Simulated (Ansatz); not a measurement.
```csv
atom,x (Å),y (Å),z (Å)
C,1.3623,0.0121,0.0339
C,0.7390,1.2517,-0.0288
C,-0.6509,1.2490,-0.0283
C,-1.3186,-0.0144,-0.0478
C,-0.6646,-1.2442,0.0199
C,0.7588,-1.2731,-0.0114
H,1.3187,2.1185,-0.0001
H,-1.1559,2.1569,-0.0428
H,-2.4358,0.0267,-0.0367
H,-1.1827,-2.1724,-0.0478
H,1.3234,-2.2108,-0.0255
```

Basis set: 6-31G (spherical functions). Frozen core: 6 orbitals. Charge 0, multiplicity 2.

Computed with Ansatz (development build ahead of 0.2.0); each method stands on the lowest determinant of its kind that the runs found.

The atomization energy at this shape (free ground-state atoms in the same class of orbitals less the molecule, no zero-point energy) of doublet C₆H₅:

```
 method  atomization energy
UHF-MP2            46.86 eV
```

Question: What does UHF give?

Answer: 38.67 eV. Caution: the unrestricted determinant is spin contaminated.

This basis has no polarisation functions and is too small for such energies, which can lie far from measured ones in either direction.
